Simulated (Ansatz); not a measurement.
Program: Ansatz. Geometries: PBE0-D4/def2-TZVP. ΔE: electronic, gas phase. CBS: MP2 limit from def2 TZ/QZ plus the TZ coupled-cluster correction, frozen cores. This one scheme is used for every species. Double bonds are as drawn, so ΔE can hold a change between cis and trans. For Se outer-core shells are correlated without core-valence functions, which leaves a few kJ/mol of doubt a bond. Scalar relativity is left out up to krypton. One conformer a species, not always the lowest.

Consider the cleavage of the Al–B bond: `C[B](F)[AlH2]` + `C/N=C/[SeH]` → `C/N=C\[Se][AlH2]` + `CBF`.

| level | ΔE (eV) |
| --- | --- |
| HF/def2-QZVPP | -1.68 |
| SCS-MP2/def2-QZVPP | -1.80 |

(1) What does CCSD(T)/CBS give? (Estimate.)

Largest T1 diagnostic among the species: 0.013.

Answers

(1) Computed: -1.77 eV. The listed levels differ from it by 0.09, -0.03 eV.

From PBE to PBE0 (25 % exact exchange), in def2-TZVPP and without D4, ΔE moves by −0.04 eV. The D4 term adds −0.08 eV with B3LYP and −0.04 eV with PBE0; it sums over pairs of atoms, weighted by their polarisabilities, and B3LYP, whose exchange is more repulsive, gets the larger term. In def2-TZVPP, CCSD(T) changes the Hartree–Fock value by −0.03 eV (the triples alone add −0.03 eV) and MP2 by −0.16 eV.

B3LYP here is the variant with VWN-RPA as its local correlation; programs differ in this.
